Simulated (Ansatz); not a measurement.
Start from `OCN1CO[SiH2]1` and change one atom or group to get `O=CN1CO[SiH2]1`.

Ansatz, PBE0-D4/def2-TZVP geometries, multiplicity 1. Each molecule was computed in one conformer, which needn't be the lowest.

| property | `OCN1CO[SiH2]1` |
| --- | --- |
| size of the dipole moment (ωB97M-V/def2-TZVPP) / D | 1.45 |
| HOMO energy (B3LYP/def2-TZVPP) / eV | -6.88 |
| LUMO energy (ωB97M-V/def2-TZVPP) / eV | 1.17 |
| LUMO energy (B3LYP/def2-TZVPP) / eV | -0.77 |
| LUMO energy (PBE0/def2-TZVPP) / eV | -0.53 |
| HOMO energy (PBE/def2-TZVPP) / eV | -5.73 |

(1) Give the same properties after the change, and the shifts. (Estimate.)

Answers

(1) The calculation gave: 
```
                                          property  `O=CN1CO[SiH2]1`  shift
size of the dipole moment (ωB97M-V/def2-TZVPP) / D              3.06   1.61
               HOMO energy (B3LYP/def2-TZVPP) / eV             -7.49  -0.61
             LUMO energy (ωB97M-V/def2-TZVPP) / eV              0.80  -0.37
               LUMO energy (B3LYP/def2-TZVPP) / eV             -1.18  -0.41
                LUMO energy (PBE0/def2-TZVPP) / eV             -0.95  -0.42
                 HOMO energy (PBE/def2-TZVPP) / eV             -6.10  -0.37
```

With PBE0 the HOMO falls by 0.67 eV and the LUMO falls by 0.42 eV, so the gap widens by about 0.25 eV. PBE moves the HOMO by -0.37 eV and ωB97M-V by -0.73 eV. Dipoles are sizes alone; their direction can turn.

B3LYP here is the variant with VWN-RPA as its local correlation; programs differ in this.
